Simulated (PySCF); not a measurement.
Bi(H)2(NMe2) (C2H8BiN), SMILES C[N](C)[BiH2]. Coordinates come from a PBE-D3(BJ)/def2-SVP optimisation. The structure was generated by enumeration; whether it is a known compound was not checked. The def2 effective core potentials stand for the cores of Bi; spin–orbit coupling is left out.

Computed with PBE-D3(BJ)/def2-SVP (PySCF).

Harmonic wavenumbers (cm⁻¹): 128, 183, 224, 264, 275, 299, 482, 542, 571, 743, 948, 1038, 1070, 1109, 1194, 1200, 1370, 1387, 1394, 1409, 1420, 1437, 1651, 1738, 2836, 2843, 2934, 2939, 3019, 3041. Rotational constants (GHz): 8.127, 1.828, 1.572; symmetry number 1.

Question: Work out the zero-point energy and the ideal-gas rigid-rotor harmonic-oscillator thermochemistry at 298.15 K and 1 atm.

Answer: ZPE = ½ Σ hcν = ½ × 39689 cm⁻¹ = 237.39 kJ/mol. H − E(el) = 257.95 kJ/mol. Entropy in J/(mol K): translation 177.86, rotation 113.06, vibration 60.18, total 351.10. G − E(el) = 153.27 kJ/mol. Cp = 106.45 J/(mol K). Modes under 150 cm⁻¹ make the vibrational entropy uncertain.
